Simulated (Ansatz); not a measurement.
Br3Ti, charge +1, singlet, geometry from GFN2-xTB (such geometries of metal compounds can be far from the true shape) (the multiplicity is a formal guess). Base run: HF/pcseg-1 (Ansatz, a quantum-chemistry and plane-wave program).

Ansatz was given this input:
Ansatz 0.2 input:
```yaml
crystal:
  periodic: [false, false, false]
  atoms:
    - {symbol: Ti, position_ang: [-0.40397034, 0.36329094, 0.72751382]}
    - {symbol: Br, position_ang: [-1.51088939, -1.38348014, -0.38554641]}
    - {symbol: Br, position_ang: [0.05601690, 1.77450337, -1.09245136]}
    - {symbol: Br, position_ang: [1.70879671, -0.61937754, 1.02070337]}
basis:
  gaussian:
    orbitals: pcseg-1.json
hamiltonian:
  xc: hf
total_charge: 1
```
The basis file holds pcseg-1 in the JSON format of the Basis Set Exchange.

The base run was repeated with changes; each row names its change, and settings that it needs were set with it.

```tsv
change	basis functions	E (Eh)
base	112	-8564.34788
basis = cc-pVTZ-DK; relativity = spin-free X2C; nucleus = Gaussian	197	-8665.89323
basis = cc-pVTZ-DK; relativity = spin-free X2C	197	-8665.95797
basis = x2c-SVPall; relativity = none	132	-8520.09930
basis = x2c-SVPall; relativity = spin-free X2C	132	-8664.42104
basis = x2c-SVPall; relativity = spin-free X2C; nucleus = Gaussian	132	-8664.37120
basis = x2c-TZVPall; relativity = none	192	-8516.20583
basis = x2c-TZVPall; relativity = spin-free X2C; nucleus = Gaussian	192	-8665.89069
basis = x2c-TZVPall; relativity = spin-free X2C	192	-8665.94546
basis = cc-pVTZ-DK; relativity = none	197	-8499.17480
```

Totals shift with the method and basis; they matter in differences.

Ansatz warned in this series: the basis is contracted for relativity, which the run leaves out.

Basis sets contracted for a relativistic Hamiltonian are a mismatch without it, so the rows without relativity aren't non-relativistic limits. No row has spin-orbit coupling; sets with core potentials leave out the core electrons.
